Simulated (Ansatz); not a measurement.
Two isomers of CH6AlBO: A = `B[CH2][AlH][OH]`, B = `[CH3][AlH][BH]O`.

Program: Ansatz. Geometries: PBE0-D4/def2-TZVP. ΔE: electronic, gas phase. CCSD(T)/CBS adds triple-zeta CCSD(T) − MP2 to the extrapolated MP2 energy (def2 sets, frozen cores). DFT in def2-TZVPP. B3LYP here is the variant with VWN-RPA as its local correlation; programs differ in this. One conformer a species, not always the lowest.

(1) Which is lower in electronic energy at CCSD(T)/CBS, and by how much? (Estimate.)

(2) Give E(B) − E(A) in kcal/mol with r2SCAN-D4, HF/def2-TZVPP, LDA (SPW92), CCSD/def2-TZVPP, CCSD(T)/def2-TZVPP, PBE-D4, B3LYP. (Estimate.)

(3) Does the order hold for the free energy at 298.15 K (harmonic terms from PBE0-D4)? (Best estimate.)

Largest T1 diagnostic: 0.013.

Answers

(1) Computed: A, by 21.6 kcal/mol.

(2) Ansatz gave: r2SCAN-D4 22.3, HF/def2-TZVPP 21.0, LDA (SPW92) 19.3, CCSD/def2-TZVPP 21.0, CCSD(T)/def2-TZVPP 20.9, PBE-D4 18.7, B3LYP 20.5. None reverses the order clearly.

(3) The calculation gave: Yes: G(B) − G(A) = +21.5 kcal/mol, for one conformer each. Modes under 60 cm⁻¹, often nearly free rotors, make the harmonic entropy too high.

From PBE to PBE0 (25 % exact exchange), in def2-TZVPP and without D4, E(B) − E(A) moves by +0.9 kcal/mol. At CCSD(T), def2-SVP lies −4.5 kcal/mol from the extrapolated value and def2-TZVPP −0.6 kcal/mol.
